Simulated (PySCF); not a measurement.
# Assignment exercise: CH8NPSi4

Structure with atom numbers: `[N:1]#[C:2][Si:3]1([PH2:4])[SiH2:5][SiH2:6][SiH2:7]1` (H(Xn): hydrogen on atom n).

[PySCF: shieldings: GIAO PBE0/pcSseg-1; geometry from GFN2-xTB; no solvent model; a single conformation; averaged over atoms made equivalent by symmetry, fast rotation or ring inversion; relativity neglected]

δ = σ(ref) − σ, references computed at the same level: $^{1}$H (σref 31.72) against TMS.

Problem. Assign these signals to the numbered atoms. $^{1}$H NMR (400 MHz, computed): δ 4.56 (m, 2H), 4.24 (m, 1H), 4.23 (m, 2H), 4.20 (m, 1H), 1.52 (m, 2H).

Solution. 
| δ (ppm) | atoms | environment | reason |
| --- | --- | --- | --- |
| 4.56 | Ha(Si5)/Ha(Si7) | hydrogen on a silicon bonded to 2 Si, in a 4-membered ring | – |
| 4.24 | Hb(Si6) | hydrogen on a silicon bonded to 2 Si, in a 4-membered ring | – |
| 4.23 | Hb(Si5)/Hb(Si7) | hydrogen on a silicon bonded to 2 Si, in a 4-membered ring | – |
| 4.20 | Ha(Si6) | hydrogen on a silicon bonded to 2 Si, in a 4-membered ring | – |
| 1.52 | H(P4) | hydrogen on a phosphorus bonded to Si | – |

Hb(Si6) and Hb(Si5)/Hb(Si7); Hb(Si5)/Hb(Si7) and Ha(Si6) lie closer than the usual error of such a calculation, so a measured spectrum could show them in the other order.

No couplings were computed; multiplicities are counted from neighbouring protons, with m where these are inequivalent, close in shift, in a saturated or five-membered ring or joined by F or P, and br s for small geminal =CH2 splittings.
